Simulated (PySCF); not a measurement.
# State search for SnI

Unrestricted PBE0; basis Sn cc-pVTZ-PP with ECP28, I cc-pVTZ-PP with ECP28; scalar-relativistic core potentials; PySCF 2.14. Outer shells of the fragments: Sn 4d10 5s2 5p2; I 4d10 5s2 5p5.

Followed along the bond (rough minima from three points):

```tsv
2Ms+1	unpaired	⟨S²⟩ at the start	R at minimum (Å)	Te (eV)
2	π ↑	0.75	2.73	0.00
4	σ ↑, π ↑↑	3.76	none in the scan	≤ 2.80
```

Solutions found at the starting distance of 2.660 Å, counted from the lowest of them; the search is not exhaustive and high or unbound solutions are not listed, so other states can lie among these:

```csv
2Ms+1,unpaired,term,E (eV),⟨S²⟩,⟨Lz²⟩,μ (D)
2,π ↑,²Π,0.00,0.75,1.01,-1.87
2,σ ↑,²Σ⁺,2.40,0.75,0.00,-1.39
4,"σ ↑, π ↑↑",⁴Σ⁻,2.82,3.76,0.00,0.06
2,"σ ↓, π ↑↑",mixed,3.39,1.77,0.00,0.76
4,π ↑↑↑,⁴Π,3.45,3.76,1.01,3.32
2,π ↑↑↓,mixed,3.72,1.76,3.03,3.34
4,"σ ↑↑, π ↑",⁴Π,4.85,3.76,1.01,0.37
4,"σ ↑, π ↑↑",mixed,5.32,3.76,2.01,3.16
4,"σ ↑, π ↑↑",mixed,5.49,3.76,2.02,3.14
```

A term symbol is given only where ⟨S²⟩ and ⟨Lz²⟩ are close to those of a pure state; real π, δ and φ orbitals otherwise mix terms. A positive dipole means Sn(−)I(+).

Spin–orbit coupling is left out. Counting both spins, an empty level lies below a filled one in some of these solutions, because spin and occupation are held.
